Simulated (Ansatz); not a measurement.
Z-matrix (Å, degrees):
```
C
C 1 1.497
H 1 1.090 2 109.9
H 1 1.090 2 109.6 3 -120.0
H 1 1.091 2 109.5 3 119.9
F 2 1.382 1 109.9 3 178.1
O 2 1.394 1 108.6 3 -63.2
H 2 1.095 1 113.0 3 59.7
C 7 1.365 2 115.2 1 170.4
F 9 1.333 7 106.9 2 170.7
F 9 1.356 7 110.3 2 -72.4
H 9 1.094 7 113.5 2 49.1
```

Charge 0, multiplicity 1.

(1) List the PBE/def2-TZVPP orbital energies in eV (the Gaussian-basis code of Ansatz). (Estimate.)

Results:

(1) Ansatz gave: Occupied: -660.72, -660.58, -660.16, -511.70, -274.55, -272.81, -269.26, -32.20, -30.57, -30.35, -27.29, -19.80, -17.40, -16.05, -14.66, -14.23, -14.16, -13.17, -11.81, -11.03, -10.53, -10.25, -10.09, -9.98, -9.71, -9.13, -9.03, -8.20, -7.92. Lowest empty: 0.58, 0.99, 1.52, 1.73, 2.16, 2.24, 2.69, 2.73.
